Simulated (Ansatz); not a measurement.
Geometry optimisation, Ansatz, RKS PBE0-D4/def2-SVP.

The input (input.yaml):

```yaml
crystal:
  periodic: [false, false, false]
  atoms:
    - { symbol: Ge, position_ang: [-0.453627, -0.14743, -0.408761] }
    - { symbol: H, position_ang: [0.045107, 0.786516, 2.137641] }
    - { symbol: H, position_ang: [0.748705, -0.878008, 0.21948] }
    - { symbol: H, position_ang: [-0.212716, 1.362277, -0.505873] }
    - { symbol: H, position_ang: [-0.730912, -0.739927, -1.809877] }
    - { symbol: O, position_ang: [-1.910886, -0.348614, 0.590935] }
    - { symbol: H, position_ang: [-2.318067, -1.216241, 0.503259] }
    - { symbol: H, position_ang: [-0.633603, 0.551728, 2.159697] }
basis:
  gaussian: { orbitals: def2-SVP }
hamiltonian:
  xc: pbe0
  dispersion: d4
relax:
  f_tol: 0.03
  max_steps: 50
```

Launched with:

```bash
$ ansatz run input.yaml --threads 1 --pin off --max-ram 2048MiB --backend cpu --events-out ev --progress --plain --runs-dir out
```

**Question.** Where does it end, and by what steps?

**Answer.** It converged. The force dipped under the threshold on the way, but the program's further checks kept it going. After 18 steps the energy has fallen by 0.151 eV; H2 moved furthest, 1.43 Å.

```csv
step,energy less start (eV),largest force component (eV/Å),accepted
0,0.0000,1.700,yes
1,-0.0906,0.142,yes
2,-0.1161,0.087,yes
3,-0.1071,0.992,no
4,-0.1214,0.254,yes
5,-0.1283,0.079,yes
6,-0.1349,0.125,yes
7,-0.1347,0.386,no
8,-0.1377,0.169,yes
9,-0.1409,0.146,yes
10,-0.1426,0.248,yes
11,-0.1453,0.177,yes
12,-0.1482,0.056,yes
13,-0.1497,0.082,yes
14,-0.1505,0.103,yes
15,-0.1509,0.066,yes
16,-0.1512,0.006,yes
17,-0.1513,0.010,yes
18,-0.1514,0.025,yes
```

```xyz
8
Properties=species:S:1:pos:R:3
Ge -0.409 -0.247 -0.874
H -0.578 0.816 3.423
H 0.847 -1.060 -0.496
H -0.054 1.200 -1.229
H -1.146 -0.942 -2.038
O -1.503 -0.101 0.534
H -1.815 -0.954 0.855
H -0.807 0.659 2.712
```

Whether the end is a true minimum wasn't checked by a vibrational analysis.

Time of the run: 24 s on 1 thread of Intel(R) Xeon(R) 6975P-C (Granite Rapids), on a shared host, peak memory 0.16 GiB.
